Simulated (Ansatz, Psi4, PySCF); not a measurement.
C4H9LiO, singlet, at a GFN2-xTB geometry (such geometries of metal compounds can be far from the true shape). Base run: PySCF with B3LYP5/cc-pVDZ.

Geometry (Å):
```xyz
15

Li     0.9528     1.8391     1.9010
O      0.4326     0.8349     0.8630
C     -0.0350    -0.0676    -0.0699
C      1.0100    -1.1735    -0.3009
C     -1.3414    -0.7100     0.4293
C     -0.3079     0.6495    -1.4039
H      0.6589    -1.8950    -1.0339
H      1.2082    -1.6840     0.6391
H      1.9367    -0.7257    -0.6531
H     -1.1555    -1.2180     1.3731
H     -1.7255    -1.4250    -0.2935
H     -2.0844     0.0670     0.5955
H      0.6119     1.1069    -1.7619
H     -1.0455     1.4336    -1.2473
H     -0.6775    -0.0464    -2.1525
```
Charge 0, spin multiplicity 1.
All else is at PySCF's defaults.

The same geometry, method and basis name were run in Ansatz (a program for electronic structure) and Psi4 and PySCF, at each program's defaults and at the settings that a row names. The base is PySCF at its defaults. Differences at the defaults can come from grids, fitting, cores and function types together.

```
code and settings                                                                             ΔE vs base (mEh)  basis functions      E (Eh)  SCF cycles  dipole (D)
--------------------------------------------------------------------------------------------  ----------------  ---------------  ----------  ----------  ----------
PySCF, defaults (exact integrals, its default grid, spherical functions)                                 0.000              129  -240.48170          11        5.01
Psi4, defaults (density fitting with its default set, its default grid, spherical functions)               ___              129         ___          10        5.02
Ansatz, defaults (factorised integrals, its default grid, spherical functions)                          -0.164              129  -240.48187           -           -
PySCF, density fitting with def2-universal-jkfit                                                           ___              129         ___          11        5.01
PySCF, fine grid                                                                                         0.034              129  -240.48167          11        5.01
Psi4, exact integrals, spherical functions, fine grid                                                   -0.182              129  -240.48189          13        5.02
Ansatz, high accuracy                                                                                   -0.182              129  -240.48189           -           -
```

### Question
Some entries are withheld; supply them.

### Answer

- Psi4, defaults (density fitting with its default set, its default grid, spherical functions), ΔE vs base (mEh): -0.304
- Psi4, defaults (density fitting with its default set, its default grid, spherical functions), E (Eh): -240.48201
- PySCF, density fitting with def2-universal-jkfit, ΔE vs base (mEh): -0.095
- PySCF, density fitting with def2-universal-jkfit, E (Eh): -240.48180
